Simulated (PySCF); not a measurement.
Harmonic spectrum computed at PBE in the def2-SVP basis family (core potentials from Rb on, PySCF, no spin–orbit coupling):

```tsv
symmetry	ω (cm⁻¹)	IR (km/mol)
a1	85	0.0
b2	192	10.3
b1	216	13.8
a1	272	3.9
b2	428	203
a1	1168	66.8
```

Question: Which molecule gave it? In each, all ligands are bound to the one heavy central atom.
A. RuOI₂ (singlet)
B. SeOI₂ (singlet)
C. SiOI₂ (singlet)
D. TcOI₂ (doublet)

Answer: C. It has C2v symmetry with Si–I 2.436 Å (×2), Si–O 1.550 Å.
